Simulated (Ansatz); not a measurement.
Question: Name a neutral molecule of B, C, O and H with HOMO–LUMO gap (PBE/def2-TZVPP) between 5.75 and 6.05 eV and ideal-gas entropy at 298 K and 1 bar (rigid rotor, harmonic PBE0-D4/def2-TZVP) between 269 and 285 J/(mol·K) (Ansatz, PBE0-D4/def2-TZVP geometry).

Answer: `BC(O)O` (6.03 eV, 281 J/(mol·K)); `B1CCO1` (5.83 eV, 270 J/(mol·K)). Other molecules can fit too; these were computed, each in one conformer that needn't be the lowest.
